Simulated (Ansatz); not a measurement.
`C[S][Ge]([S]C)([S]C)[S]C`. Charge 0, multiplicity 1. All single points use the PBE0-D4/def2-TZVP geometry. It is one conformer, not always the lowest.

```xyz
21

C     0.676    0.518    2.933
S    -0.858    0.153    2.034
Ge    0.000    0.000    0.000
S     1.036    1.856   -0.615
C    -0.364    2.999   -0.449
S    -1.744   -0.452   -1.285
C    -0.875   -0.541   -2.876
S     1.566   -1.557   -0.135
C     0.564   -2.976    0.391
H     0.400    0.623    3.983
H     1.392   -0.296    2.826
H     1.121    1.448    2.581
H     0.007    3.985   -0.728
H    -1.178    2.716   -1.116
H    -0.725    3.025    0.579
H    -1.631   -0.765   -3.628
H    -0.127   -1.333   -2.866
H    -0.399    0.410   -3.112
H    -0.269   -3.138   -0.292
H     0.186   -2.831    1.403
H     1.223   -3.844    0.372
```

Q: What is the dipole moment at r2SCAN/def2-TZVPP? (An estimate is asked.)

A: Ansatz gave: 0.00 D, zero by symmetry or nearly so.

Q: Give the Mulliken charges with r2SCAN, B3LYP, ωB97M-V in def2-TZVPP. (An estimate is asked.)

A: Computed: 
```csv
atom,r2SCAN,B3LYP,ωB97M-V
C1,-0.14,-0.27,-0.33
S2,-0.25,-0.23,-0.15
Ge3,0.48,0.49,0.24
S4,-0.25,-0.23,-0.15
C5,-0.14,-0.27,-0.33
S6,-0.25,-0.23,-0.15
C7,-0.14,-0.27,-0.33
S8,-0.25,-0.23,-0.15
C9,-0.14,-0.27,-0.33
H10,0.09,0.12,0.14
H11,0.09,0.12,0.14
H12,0.09,0.12,0.14
H13,0.09,0.12,0.14
H14,0.09,0.12,0.14
H15,0.09,0.12,0.14
H16,0.09,0.12,0.14
H17,0.09,0.12,0.14
H18,0.09,0.12,0.14
H19,0.09,0.12,0.14
H20,0.09,0.12,0.14
H21,0.09,0.12,0.14
```

B3LYP here is the variant with VWN-RPA as its local correlation; programs differ in this.
